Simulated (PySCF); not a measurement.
A calculated (PBEsol, PySCF 2.14, aug-cc-pwCVDZ, no relativity, point nucleus) atom or ion has these occupied shells.

```json
{"shell": "1s α", "electrons": "1", "orbital energy (eV)": "-210.10", "rms radius, mean of both spins (bohr)": "0.383"}
{"shell": "1s β", "electrons": "1", "orbital energy (eV)": "-209.36", "rms radius, mean of both spins (bohr)": "0.383"}
{"shell": "2s α", "electrons": "1", "orbital energy (eV)": "-32.448", "rms radius, mean of both spins (bohr)": "1.77"}
```

Name the element and its charge.

B²⁺ (boron, charge +2), in [He] 2s1, 2S determinant.
